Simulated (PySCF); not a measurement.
Compound: C₇H₁₂O.
Numbering: `[CH3:1][CH2:2][C@@H:3]1[CH2:4]/[C:5]1=[CH:6]/[O:7][CH3:8]` (hydrogens: H9, H10, H11 on C1; H12, H13 on C2; H14 on C3; H15, H16 on C4; H17 on C6; H18, H19, H20 on C8)

Level of theory: PBE0-D3(BJ)/def2-SVP geometry optimisation, gas phase in PySCF.

Problem. What internal coordinates does the optimisation give?

Solution. 
```json
{"bond": "C1–C2", "length (Å)": "1.521", "order": "single"}
{"bond": "C2–C3", "length (Å)": "1.512", "order": "single"}
{"bond": "C3–C4", "length (Å)": "1.525", "order": "single"}
{"bond": "C4–C5", "length (Å)": "1.465", "order": "single"}
{"bond": "C5=C6", "length (Å)": "1.329", "order": "double"}
{"bond": "C6–O7", "length (Å)": "1.346", "order": "single"}
{"bond": "O7–C8", "length (Å)": "1.401", "order": "single"}
{"bond": "C3–C5", "length (Å)": "1.466", "order": "single"}
{"bond": "C1–H9, C1–H10, C1–H11", "length (Å)": "1.101", "order": "single"}
{"bond": "C2–H12", "length (Å)": "1.103", "order": "single"}
{"bond": "C2–H13", "length (Å)": "1.104", "order": "single"}
{"bond": "C3–H14", "length (Å)": "1.100", "order": "single"}
{"bond": "C4–H15", "length (Å)": "1.097", "order": "single"}
{"bond": "C4–H16", "length (Å)": "1.096", "order": "single"}
{"bond": "C6–H17", "length (Å)": "1.094", "order": "single"}
{"bond": "C8–H18, C8–H19, C8–H20", "length (Å)": "1.102", "order": "single"}
```

Bonds in one row agree within 0.01 Å and their mean is given. Orders are formal, as drawn. A selection of angles:
```json
{"angle": "C2–C1–H9", "degrees": "111.0"}
{"angle": "H9–C1–H10", "degrees": "107.4"}
{"angle": "C1–C2–C3", "degrees": "113.0"}
{"angle": "C1–C2–H12", "degrees": "110.4"}
{"angle": "C1–C2–H13", "degrees": "109.8"}
{"angle": "C3–C2–H12", "degrees": "108.6"}
{"angle": "C3–C2–H13", "degrees": "109.0"}
{"angle": "H12–C2–H13", "degrees": "105.9"}
{"angle": "C2–C3–C4", "degrees": "120.0"}
{"angle": "C2–C3–C5", "degrees": "122.0"}
{"angle": "C2–C3–H14", "degrees": "114.0"}
{"angle": "C4–C3–C5", "degrees": "58.6"}
{"angle": "C4–C3–H14", "degrees": "114.9"}
{"angle": "C5–C3–H14", "degrees": "116.5"}
{"angle": "C3–C4–C5", "degrees": "58.7"}
{"angle": "C3–C4–H15", "degrees": "117.0"}
{"angle": "C3–C4–H16", "degrees": "118.4"}
{"angle": "C5–C4–H15", "degrees": "118.5"}
{"angle": "C5–C4–H16", "degrees": "119.4"}
{"angle": "H15–C4–H16", "degrees": "114.0"}
{"angle": "C4–C5–C6", "degrees": "144.8"}
{"angle": "C3–C5–C4", "degrees": "62.7"}
{"angle": "C3–C5–C6", "degrees": "152.4"}
{"angle": "C5–C6–O7", "degrees": "128.0"}
{"angle": "C5–C6–H17", "degrees": "121.1"}
{"angle": "O7–C6–H17", "degrees": "110.8"}
{"angle": "C6–O7–C8", "degrees": "116.8"}
{"angle": "O7–C8–H18", "degrees": "107.1"}
{"angle": "O7–C8–H19", "degrees": "111.5"}
{"angle": "H18–C8–H19", "degrees": "109.4"}
{"angle": "H19–C8–H20", "degrees": "108.3"}
```

Dihedral angles: C1–C2–C3–C4 -82° (synclinal); C2–C3–C4–C5 -111° (anticlinal); C3–C4–C5–C6 179° (antiperiplanar); C4–C5–C6–O7 -179° (antiperiplanar); C5–C6–O7–C8 -1° (synperiplanar); C2–C3–C5–C4 108° (anticlinal).

The 3-membered ring C3–C4–C5 has internal angles of 58.6° to 62.7°. The 6 C–C bonds span 1.329 Å (C5=C6, drawn double) to 1.525 Å (C3–C4, drawn single), a spread of 0.196 Å. Of the pairs four or more bonds apart, C5···H19 is among the closest relative to their van der Waals radii: 2.77 Å, 95 % of the sum of Bondi's values. The 2 C–O bonds span 1.346 Å (C6–O7, drawn single) to 1.401 Å (O7–C8, drawn single), a spread of 0.055 Å.

Point group: C1 (no symmetry element, even within 0.4 Å). Whether it is a minimum is left open (no frequencies). One conformer, not necessarily the lowest.

Hardware: one thread of an AMD EPYC 7B13, no GPU, shared host with 96 logical CPUs at a one-minute load of 16. Cost: 50 s, 0.76 GiB resident at most. This is the geometry optimisation.
